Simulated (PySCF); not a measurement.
C2H5ClOSi2, SMILES O[Si@@H]1[SiH2]C=C1Cl.

The structure is a stationary point at B3LYP-D3(BJ)/def2-SVP. The structure was generated by enumeration; whether it is a known compound was not checked. The values are those of a single conformer.

These are TDA-M06-2X/def2-SVPD (PySCF 2.14.0) values and carry that method's errors.

Vertical excitations. Isolated molecule, no solvent.

Task: Give excitation energies, oscillator strengths and character. (An estimate is asked for; the answer gives what the named calculation found.)

Result: 
| state | energy (eV) | λ (nm) | f | main pairs |
|---|---|---|---|---|
| S1 | 5.24 | 236 | 0.002 | HOMO→LUMO 92 % |
| S2 | 6.00 | 207 | 0.004 | HOMO−2→LUMO 79 % |
| S3 | 6.19 | 200 | 0.031 | HOMO−1→LUMO 69 %, HOMO→LUMO+2 14 % |
| S4 | 6.29 | 197 | 0.021 | HOMO→LUMO+1 68 %, HOMO−3→LUMO 12 % |
| S5 | 6.64 | 187 | 0.020 | HOMO−3→LUMO 50 %, HOMO→LUMO+1 15 % |
| S6 | 6.71 | 185 | 0.053 | HOMO→LUMO+3 29 %, HOMO→LUMO+2 27 %, HOMO−3→LUMO 12 %, HOMO−1→LUMO+1 9 % |
| S7 | 6.83 | 182 | 0.016 | HOMO−1→LUMO+5 33 %, HOMO−1→LUMO+2 23 %, HOMO−1→LUMO+3 7 %, HOMO−1→LUMO+1 6 % |
| S8 | 6.99 | 177 | 0.061 | HOMO−1→LUMO+1 44 %, HOMO→LUMO+4 17 %, HOMO−1→LUMO+3 11 % |
| S9 | 7.07 | 175 | 0.027 | HOMO−1→LUMO+2 36 %, HOMO−1→LUMO+5 15 %, HOMO→LUMO+3 12 %, HOMO−1→LUMO+4 7 % |
| S10 | 7.09 | 175 | 0.076 | HOMO→LUMO+3 23 %, HOMO−1→LUMO+2 18 %, HOMO→LUMO+4 14 %, HOMO→LUMO+2 10 % |
| T1 | 4.27 | 290 | 0 | HOMO−1→LUMO 78 % |
| T2 | 5.00 | 248 | 0 | HOMO→LUMO 88 % |
| T3 | 5.49 | 226 | 0 | HOMO−2→LUMO 62 %, HOMO→LUMO+1 13 % |
| T4 | 5.81 | 213 | 0 | HOMO→LUMO+1 40 %, HOMO→LUMO+2 28 %, HOMO−2→LUMO 7 % |
Triplets are in the Tamm–Dancoff approximation.
